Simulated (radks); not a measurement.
Method: scalar-relativistic Kohn-Sham, exchange-only LDA, spin-unpolarised, spherical densities, finite nucleus; Fermi nuclear charge, rms radius of each element as measured or else 0.836 A^(1/3) + 0.57 fm; computed with a radial shooting solver on a logarithmic mesh with Libxc functionals. Response by self-consistent Sternheimer equations with the Hartree and adiabatic exchange-only LDA kernel, the relativistic mass of each level held fixed and spin-orbit coupling left out. For heavy and open-shell atoms this level of theory can miss by tens of per cent. Estimate the static dipole polarisabilities of Ir6+ ([Xe] 4f14 5d3) and Ir2+ ([Xe] 4f14 5d7) and the C6 coefficients of the three pairs.

Answer. alpha = 2.628 and 11.18 bohr^3; C6 = 10.57 (Ir6+-Ir6+), 26.11 (Ir6+-Ir2+), 73.49 (Ir2+-Ir2+) hartree bohr^6.
